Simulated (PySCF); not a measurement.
## Broadened absorption spectrum of C4H11NOSi

Compound: C4H11NOSi.
SMILES: `[SiH2](C)OCC/C=N/[H]`

Method used: TDDFT wB97X-D/def2-SVPD, vertical, gas phase, core orbitals frozen in the response in PySCF. Geometry: GFN2-xTB, one conformer, isolated molecule. Torsions of this conformer, `[H]/[N:7]=[CH:6]/[CH2:5][CH2:4][O:3][SiH2:2][CH3:1]`: C1–Si2–O3–C4 -178°, Si2–O3–C4–C5 -176°, O3–C4–C5–C6 67°, C4–C5–C6–N7 129°.

Each state is given a Gaussian of 0.5 eV full width at half maximum, with ε(max) = 2.175×10⁸ f / Δν̃ (Δν̃ the width in cm⁻¹). The width is an assumption, not a result. The curve ends short of the highest state used, and states not computed would add to its high-energy end.

```csv
E (eV),ε (L mol⁻¹ cm⁻¹)
4.50,0
4.62,1
4.73,5
4.84,15
4.95,36
5.07,69
5.18,94
5.29,99
5.40,79
5.52,46
5.63,21
5.74,7
5.85,2
5.97,0
6.08,0
6.19,0
6.30,0
6.41,0
6.53,0
6.64,1
6.75,5
6.86,24
6.98,96
7.09,266
7.20,568
7.31,954
7.43,1365
7.54,1826
7.65,2796
7.76,4801
```

Task: Locate the maxima and give the states behind the curve.

Result: 236 nm (5.25 eV), ε about 100, made up of S1 (100%) (ε in L mol⁻¹ cm⁻¹; maxima over ε = 5, shares over 10%). At its high-energy end, 7.76 eV, the curve is still rising (ε about 4800, from S4, S5 and S7). The states used: S1 5.25 eV (f 0.0019); S2 7.39 eV (f 0.0013); S3 7.46 eV (f 0.020); S4 7.95 eV (f 0.050); S5 7.98 eV (f 0.048); S6 8.23 eV (f 0.067); S7 8.26 eV (f 0.221); S8 8.36 eV (f 0.0098).

Task: On this curve, what absorbance would a 10⁻³ mol/L sample give at 254 nm over a 1 cm path?

Result: 254 nm is 4.881 eV, where ε is about 21 L mol⁻¹ cm⁻¹, so A = ε c l ≈ 0.021 (Beer–Lambert, with the gas-phase spectrum and the assumed width).

Task: What would ε be at 5.25 eV, the highest of these maxima, with half the width (0.25 eV)?

Result: About 200 L mol⁻¹ cm⁻¹ against 100, a factor of about 2.00; a lone state at its own centre would give exactly 2.
